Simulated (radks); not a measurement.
Results of a calculation; reference values are marked as such.
Question: The chlorine ion Cl3+, configuration [Ne] 3s2 3p2 (the NIST ground configuration). Level of theory: non-relativistic Kohn-Sham, XLYP, spin-unpolarised, spherical densities, point nucleus (a radial shooting solver on a logarithmic mesh with Libxc functionals). Some entries of the table are withheld. Estimate them.

| orbital | occ. | eigenvalue (hartree) | r(max) (bohr) | <r> (bohr) |
|---|---|---|---|---|
| 1s | 2 | -102.5086 | 0.05990 | 0.09139 |
| 2s | 2 | (1) | 0.3633 | 0.4457 |
| 2p | 6 | -8.70278 | 0.3015 | 0.4063 |
| 3s | 2 | (2) | (3) | 1.400 |
| 3p | 2 | (4) | 1.304 | 1.521 |
| 3d | 0 | -0.95916 | 1.458 | (5) |
| 4s | 0 | (6) | 3.113 | 3.265 |

Answer: 
(1) 2s eigenvalue (hartree): -10.87268
(2) 3s eigenvalue (hartree): -2.15115
(3) 3s r(max) (bohr): 1.227
(4) 3p eigenvalue (hartree): -1.65465
(5) 3d <r> (bohr): 1.843
(6) 4s eigenvalue (hartree): -0.77116
